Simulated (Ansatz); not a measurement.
Reaction (formal exchange of groups at the Se–C bond): `O=C([SeH])O[SiH3]` + `C/C=C\F` → `C/C=C(\F)[SeH]` + `O=CO[SiH3]`

Program: Ansatz. Geometries: PBE0-D4/def2-TZVP. ΔE: electronic, gas phase. CCSD(T)/CBS is the MP2 limit (def2-TZVPP, def2-QZVPP) plus CCSD(T) − MP2 in def2-TZVPP, frozen cores. Double bonds are as drawn, so ΔE can hold a change between cis and trans. DFT in def2-TZVPP. B3LYP here is the variant with VWN-RPA as its local correlation; programs differ in this. For Se outer-core shells are correlated without core-valence functions, which leaves a few kJ/mol of doubt a bond. Scalar relativity is left out up to krypton. One conformer a species, not always the lowest.

| level | ΔE (kcal/mol) | difference from CCSD(T)/CBS |
| --- | --- | --- |
| PBE-D4 | 5.8 | 1.2 |
| r2SCAN-D4 | 6.2 | 1.6 |
| PBE0-D4 | 5.5 | 0.9 |
| B3LYP-D4 | 5.9 | 1.3 |
| ωB97X-V | 4.7 | 0.1 |
| ωB97M-V | 4.8 | 0.2 |
| B2PLYP | 5.2 | 0.6 |
| PBE | 5.7 | 1.1 |
| r2SCAN | 6.2 | 1.6 |
| PBE0 | 5.4 | 0.8 |
| B3LYP | 5.7 | 1.1 |
| HF/def2-TZVPP | 4.8 | 0.2 |
| MP2/def2-TZVPP | 4.4 | -0.2 |
| SCS-MP2/def2-TZVPP | 4.2 | -0.4 |
| CCSD/def2-TZVPP | 4.4 | -0.2 |
| CCSD(T)/def2-TZVPP | 4.5 | -0.1 |
| HF/def2-QZVPP | 4.8 | 0.2 |
| MP2/def2-QZVPP | 4.5 | -0.1 |
| SCS-MP2/def2-QZVPP | 4.2 | -0.4 |
| HF/CBS(def2) | 4.8 | 0.2 |
| MP2/CBS(def2) | 4.5 | -0.1 |
| CCSD/CBS(def2) | 4.5 | -0.1 |
| CCSD(T)/CBS | 4.6 | 0 |

Largest T1 diagnostic among the species: 0.016.
